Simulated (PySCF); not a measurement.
`N#C[C@H]([SiH3])/C(F)=C\F`, C4H5F2NSi

Geometry:
| atom | x (Å) | y (Å) | z (Å) |
| --- | --- | --- | --- |
| N1 | -1.402 | -2.341 | -1.176 |
| C2 | -0.848 | -1.545 | -0.571 |
| C3 | -0.185 | -0.524 | 0.188 |
| Si4 | -1.521 | 0.776 | 0.740 |
| C5 | 0.876 | 0.131 | -0.621 |
| F6 | 0.448 | 0.725 | -1.755 |
| C7 | 2.167 | 0.222 | -0.334 |
| F8 | 2.665 | -0.335 | 0.781 |
| H9 | 0.275 | -0.984 | 1.066 |
| H10 | -0.779 | 1.789 | 1.490 |
| H11 | -2.467 | 0.042 | 1.574 |
| H12 | -2.138 | 1.320 | -0.464 |
| H13 | 2.906 | 0.725 | -0.936 |

The calculation used GIAO B3LYP/pcSseg-1 magnetisability, rotational g tensor and spin-rotation constants, non-relativistic, gas phase in PySCF. Geometry: GFN2-xTB.

(1) Give the nuclear spin-rotation constants along the inertial axes (H = +C I·J) beside the isotropic shieldings.

(2) How do the rotational constants and the g tensor change when H9, H10, H11, H12, H13 are replaced by deuterium?

Answers

(1) Rotational constants 1.9916, 1.1926, 1.0440 GHz. A star marks the isotopologue with that one atom substituted, in its own axes.
```tsv
atom	isotope	Caa (kHz)	Cbb (kHz)	Ccc (kHz)	mean (kHz)	σ (ppm)
N1	14N	0.324	0.115	0.232	0.224	-38.0
F6	19F	1.996	0.527	0.921	1.148	335.9
F8	19F	1.820	0.317	0.999	1.046	347.0
H9	1H	-0.179	-0.140	0.023	-0.099	28.4
H10	1H	-0.086	-0.013	-0.107	-0.069	27.9
H11	1H	-0.054	-0.116	-0.029	-0.066	27.6
H12	1H	-0.140	-0.115	0.018	-0.079	27.5
H13	1H	0.033	-0.133	-0.012	-0.037	24.3
C2	13C*	0.558	0.203	0.476	0.412	63.0
C3	13C*	0.292	0.164	0.146	0.201	168.5
Si4	29Si*	-1.150	-0.652	-0.624	-0.809	395.9
C5	13C*	0.693	0.313	0.516	0.507	19.0
C7	13C*	0.693	0.299	0.467	0.486	31.1
```
For the geometry as given, no vibrational averaging.

(2) Constants 1.8663, 1.1254, 0.9828 GHz; g -0.0319, -0.0118, -0.0177, against -0.0328, -0.0131, -0.0188 before.
